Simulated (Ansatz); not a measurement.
In₂Ga⁻, relaxed as a quintet with UKS r2SCAN-D4/def2-TZVPD in Ansatz, starting from the r2SCAN-D4/def2-TZVPD geometry of the charge -1 singlet. Force threshold 0.02 eV/Å.

In the def2 sets In takes a core potential; there is no spin–orbit coupling. The highest occupied level of the charge -1 quintet lies above zero (up to 0.45 eV). It is a level of α spin, whose loss leaves a quartet; that state wasn't run at this geometry and level. The electron is either unbound and held by the finite basis, or the level is raised by self-interaction error. The relaxation made no stability test and no search for a lower SCF solution. At r2SCAN-D4/def2-TZVPD a triplet of charge -1 lies 0.15 eV below the quintet, each at its own geometry. The structure comes from a short search, and lower isomers may exist.

Start:

Cartesian coordinates in Å:
```
Ga -1.421 -0.276 -0.222
In 0.430 1.579 0.115
In 0.991 -1.302 0.107
```

**Question.** Estimate the energy that the relaxation releases and the steps that it takes.

**Answer.** 0.17 eV, in 4 steps; 5.5 s on 4 threads of AMD EPYC 9R45 on a shared host. No frequencies were taken in this run, so the end may be a saddle point.

**Question.** Does the start keep its bonding and symmetry?

**Answer.** By distances, no bond broke or formed. The bond that changes most is Ga1–In2, from 2.64 to 2.87 Å (atoms count from 1). Point group C2v at the start, C2v at the end, both within 0.05 Å.

**Question.** Predict the relaxed structure.

**Answer.** 
Cartesian coordinates in Å:
```
Ga -1.573 -0.306 -0.245
In 0.496 1.644 0.126
In 1.077 -1.338 0.119
```
Bond lengths (bridged metal pairs left out): 2 × Ga–In 2.87 Å; 1 × In–In 3.04 Å.
